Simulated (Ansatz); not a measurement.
`CN(C)B(F)F` + H–F → `FB(F)F` + `CNC` at 400 K and 1 bar (ligand exchange at a B–N bond).

Gas-phase electronic energies from Ansatz, PBE0-D4/def2-TZVP geometries. CBS: MP2 limit from def2 TZ/QZ plus the TZ coupled-cluster correction, frozen cores. This one scheme is used for every species. Each species was taken in one conformer, which may not be the lowest.

```csv
species,CCSD(T)/CBS energy (Eh),H − E (kJ/mol),S (J/(mol·K))
`CN(C)B(F)F`,-358.96075,277.8,366.8
H–F,-100.39570,36.5,182.2
`FB(F)F`,-324.35731,50.1,270.4
`CNC`,-135.00321,264.6,293.2
```

H − E and S are ideal-gas, rigid-rotor, harmonic terms from PBE0-D4/def2-TZVP, for one conformer and one mirror image of each species. 1 Eh = 2625.50 kJ/mol, R = 8.31446 J/(mol·K).

**Question.** By hand: ΔE, ΔH, ΔS and ΔG.

**Answer.** ΔE = (-324.35731) + (-135.00321) − (-358.96075) − (-100.39570) = -0.00407 Eh = -10.7 kJ/mol. Δ(H − E) = 50.1 + 264.6 − 277.8 − 36.5 = 0.4, so ΔH = -10.3 kJ/mol. ΔS = 270.4 + 293.2 − 366.8 − 182.2 = 14.6 J/(mol·K). ΔG = -10.3 − 400 × (14.6)/1000 = -16.1 kJ/mol.

**Question.** By hand: the equilibrium constant, and the temperature at which ΔG would vanish if ΔH and ΔS stayed fixed.

**Answer.** log₁₀ K = −ΔG/(RT ln 10) = 2.1. ΔH and −TΔS have one sign here, so there is no such temperature.

TΔS isn't small against ΔH here. A doubt of 5 kJ/mol in ΔE shifts log₁₀ K by 0.7 here. Other conformers and mirror images would add mixing entropy, several J/(mol·K) or more a flexible species. These are equilibria of isolated gas molecules and say nothing of rates. Largest T1 diagnostic: 0.012 (customary marks: 0.02 for closed shells, 0.045 for open ones).
